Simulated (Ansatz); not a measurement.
## Relative stability

The two ends of one reaction step of Si2H7Br, singlet (PBE0-D4/def2-TZVP).

A:

```
10
angstrom
Si -1.8558 0.7859 0.1739
Br 0.8763 -2.3185 -1.1365
H -1.6308 0.4649 -1.2571
H -1.3038 2.1318 0.4740
H -3.3108 0.7720 0.4693
H -1.1712 -0.2228 1.0225
Si 1.9316 -0.6658 -0.0987
H 1.7919 -0.8604 1.3619
H 3.3574 -0.7032 -0.4965
H 1.3152 0.6162 -0.5126
```

B:

```xyz
10
angstrom
Si -0.9989 0.9070 -0.0269
Br -0.1314 -3.3605 0.1986
H -1.4277 1.6028 -1.2689
H -1.3659 1.7417 1.1475
H -1.7750 -0.3653 0.0661
H -1.0024 -2.2343 0.1553
Si 1.3030 0.4860 -0.0618
H 1.7178 -0.2102 1.1835
H 1.6557 -0.3505 -1.2379
H 2.0249 1.7835 -0.1555
```

Ansatz 0.2.0; basis: def2-TZVPP; cores frozen in the correlated methods. Filled d shells of the heavier atoms are correlated. The def2 sets are not built for correlating such inner shells, so the correlated values are less sure here. B3LYP uses VWN-RPA correlation.

(1) Which structure is lower at CCSD(T), and by how much? (Judge from chemistry; the value comes from the calculation.)

The T1 diagnostic stays at or below 0.010.

## Answers

(1) Computed: A, by 20.37 kcal/mol (electronic energy, against the other). By their contacts, A is a complex of SiH₃Br ([SiH3][Br]) + SiH₄ and B is a complex of Si₂H₆ ([SiH3][SiH3]) + HBr.

All methods give the same order:

```json
{"method": "SPW92", "E(B) − E(A) (kcal/mol)": "15.76"}
{"method": "PBE-D4", "E(B) − E(A) (kcal/mol)": "17.03"}
{"method": "BLYP-D4", "E(B) − E(A) (kcal/mol)": "19.24"}
{"method": "r2SCAN-D4", "E(B) − E(A) (kcal/mol)": "20.00"}
{"method": "B97M-V", "E(B) − E(A) (kcal/mol)": "18.73"}
{"method": "PBE0-D4", "E(B) − E(A) (kcal/mol)": "18.72"}
{"method": "B3LYP-D4", "E(B) − E(A) (kcal/mol)": "20.44"}
{"method": "r2SCAN0-D4", "E(B) − E(A) (kcal/mol)": "20.92"}
{"method": "BHLYP-D4", "E(B) − E(A) (kcal/mol)": "22.56"}
{"method": "CAM-B3LYP-D4", "E(B) − E(A) (kcal/mol)": "20.98"}
{"method": "wB97X-V", "E(B) − E(A) (kcal/mol)": "20.87"}
{"method": "wB97M-V", "E(B) − E(A) (kcal/mol)": "22.13"}
{"method": "B2PLYP", "E(B) − E(A) (kcal/mol)": "21.48"}
{"method": "PBE-QIDH", "E(B) − E(A) (kcal/mol)": "21.03"}
{"method": "RPA on PBE", "E(B) − E(A) (kcal/mol)": "20.44"}
{"method": "HF", "E(B) − E(A) (kcal/mol)": "25.91"}
{"method": "MP2", "E(B) − E(A) (kcal/mol)": "22.74"}
{"method": "CCSD", "E(B) − E(A) (kcal/mol)": "20.94"}
{"method": "CCSD(T)", "E(B) − E(A) (kcal/mol)": "20.37"}
```

Labels in which every atom is bracketed show which atoms are joined, not bond orders.

For scale, one of the runs: CCSD(T)/def2-TZVPP, 230 basis functions, launched by `ansatz run in.yaml --threads 4 --pin off --events-out ev --progress --plain --max-ram 9574MiB`. Time: 87 s of wall clock on 4 CPU threads of an Arm Neoverse V1; the host was shared. Peak host memory: 3.6 GiB.
